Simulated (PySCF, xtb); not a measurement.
B(Br)(Me)(NH2) (CH5BBrN), SMILES CB(Br)N.

xtb 6.7.1 with GFN2-xTB at its own geometry gives an orbital gap of 5.27 eV and a dipole moment of 5.51 D.

Coordinates come from a B3LYP-D3(BJ)/def2-SVP optimisation. This is a generated structure with no PubChem entry under its InChIKey; it may be hypothetical. One conformer was computed; it need not be the lowest.

Task: What does HF/def2-TZVP run with PySCF give? (The exact figures need the calculation; the answer reports its results.)

Result: gap 13.84 eV (levels -10.86 and 2.98 eV), dipole 2.95 D.
